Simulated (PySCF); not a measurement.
**Sn³⁺ (tin, charge +3) across methods**

[Kr] 4d10 5s1, 2S determinant. All numbers are calculated (PySCF 2.14, scalar relativity through the core potential, in aug-cc-pVTZ-PP with one added diffuse shell each of d, f type with ECP28MDF (6s5p5d3f, 67 functions)).

```csv
method,E (hartree),mean ε 4d α (eV),mean ε 4d β (eV),mean ε 5s α (eV),Σ⟨r²⟩ (bohr²),⟨S²⟩
BHandHLYP,-212.2900,-60.427,-60.170,-38.454,25.60,0.750
CAM-B3LYP,-212.3101,-59.232,-58.970,-39.119,25.63,0.750
wB97X,-212.3830,-60.135,-59.959,-39.640,25.52,0.750
PBE0,-212.3484,-57.804,-57.494,-37.503,25.58,0.750
UHF,-211.53460,-64.877,-64.599,-39.467,25.66,0.751
LDA,-211.9591,-55.134,-54.838,-37.064,25.68,0.750
PBE,-212.3284,-55.044,-54.722,-36.607,25.63,0.750
MN15,-211.8765,-58.255,-57.984,-38.199,25.81,0.750
r2SCAN,-212.4111,-55.701,-55.343,-36.854,25.51,0.751
```

Energies and moments cover only the electrons outside the core potential.
